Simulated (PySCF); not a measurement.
Simulated absorption spectrum

Species: C2H8O3SSi2.
Structure used (GFN2-xTB), in Å, numbered top down from 1:
```
atom  x, y, z in Å
Si1   -2.3704   -0.2724    0.8446
O2    -1.7806   -0.2487   -0.6834
C3    -0.7445    0.4624   -1.2118
O4     0.4668    0.2098   -0.5308
C5     0.8329    1.0049    0.4918
S6     0.1464    2.4232    0.8747
O7     1.8450    0.5256    1.1484
Si8    2.5489   -0.9616    0.8685
H9    -2.8728    1.0417    1.2338
H10   -1.3399   -0.7031    1.7940
H11   -3.3909   -1.2811    0.6217
H12   -0.5800    0.1229   -2.2406
H13   -0.9469    1.5443   -1.1906
H14    3.5323   -0.8945    1.9366
H15    1.5358   -1.9960    1.0435
H16    3.1100   -0.9685   -0.4769
```

Level of theory: TDDFT B3LYP/def2-SVPD, vertical, gas phase, core orbitals frozen in the response in PySCF 2.14.0, density-fitted response routines.

Computed states:

| state | E (eV) | f |
| --- | --- | --- |
| S1 | 3.75 | 0.0001 |
| S2 | 5.35 | 0.015 |
| S3 | 5.56 | 0.147 |
| S4 | 5.95 | 0.057 |
| S5 | 6.07 | 0.0079 |
| S6 | 6.14 | 0.0047 |
| S7 | 6.15 | 0.046 |
| S8 | 6.49 | 0.011 |

Each state is given a Gaussian of 0.4 eV full width at half maximum, with ε(max) = 2.175×10⁸ f / Δν̃ (Δν̃ the width in cm⁻¹). The width is an assumption, not a result. The curve ends short of the highest state used, and states not computed would add to its high-energy end.

Question: Give the broadened spectrum and its maxima.

Answer: 
(E (eV), ε (L mol⁻¹ cm⁻¹)): (3.15, 0), (3.21, 0), (3.28, 0), (3.34, 0), (3.40, 1), (3.47, 2), (3.53, 4), (3.60, 6), (3.66, 8), (3.72, 9), (3.79, 9), (3.85, 7), (3.91, 6), (3.98, 3), (4.04, 2), (4.10, 1), (4.17, 0), (4.23, 0), (4.29, 0), (4.36, 0), (4.42, 0), (4.49, 0), (4.55, 0), (4.61, 0), (4.68, 0), (4.74, 2), (4.80, 6), (4.87, 22), (4.93, 59), (4.99, 145), (5.06, 374), (5.12, 769), (5.19, 1617), (5.25, 2801), (5.31, 4452), (5.38, 6799), (5.44, 8773), (5.50, 10201), (5.57, 10671), (5.63, 10013), (5.69, 8768), (5.76, 7328), (5.82, 6592), (5.89, 6424)

Maxima: 331 nm (3.75 eV), ε about 8.8, made up of S1 (100%); 223 nm (5.56 eV), ε about 11000, made up of S3 (93%) (ε in L mol⁻¹ cm⁻¹; maxima over ε = 5, shares over 10%). At its high-energy end, 5.89 eV, the curve is still rising (ε about 6400, from S3, S4 and S7).

Question: On this curve, what absorbance would a 10⁻⁵ mol/L sample give at 365 nm over a 1 cm path?

Answer: 365 nm is 3.397 eV, where ε is about 1 L mol⁻¹ cm⁻¹, so A = ε c l ≈ 1e-05 (Beer–Lambert, with the gas-phase spectrum and the assumed width).

Question: What would ε be at 5.56 eV, the highest of these maxima, with half the width (0.2 eV)?

Answer: About 19900 L mol⁻¹ cm⁻¹ against 10700, a factor of about 1.9; a lone state at its own centre would give exactly 2.

Question: Coming from long wavelengths, where does ε first pass 100 L mol⁻¹ cm⁻¹?

Answer: At about 250 nm (4.97 eV), 1.22 eV above S1.

One conformer stands for the species.
